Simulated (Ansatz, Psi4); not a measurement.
The Psi4 input:
```
memory 2 GB

molecule {
0 3
Te   -0.06824556   -0.05189516    0.73922318
Cl    1.14915592    1.35509134   -1.20072069
Cl   -0.94040481   -1.19635319   -1.06043255
}

set {
  basis sto-3g
  reference uks
  scf_type pk
  puream true
  d_convergence 1e-8
  dft_radial_points 99
  dft_spherical_points 590
}

energy('b3lyp')
print_variables()
```

### Question
Convert this to an input for Ansatz (an electronic-structure program).

### Answer
Several could match; the one computed here: 
Ansatz 0.2 input:
```yaml
crystal:
  periodic: [false, false, false]
  atoms:
    - {symbol: Te, position_ang: [-0.06824556, -0.05189516, 0.73922318]}
    - {symbol: Cl, position_ang: [1.14915592, 1.35509134, -1.20072069]}
    - {symbol: Cl, position_ang: [-0.94040481, -1.19635319, -1.06043255]}
basis:
  gaussian:
    orbitals: STO-3G
hamiltonian:
  xc: b3lyp
magnetization: {spin_polarized: true, initial_magnetization: 2}
accuracy: high
```

Both were run: Psi4 gave -7459.574171 Eh and Ansatz -7459.574194 Eh, 0.023 mEh apart.
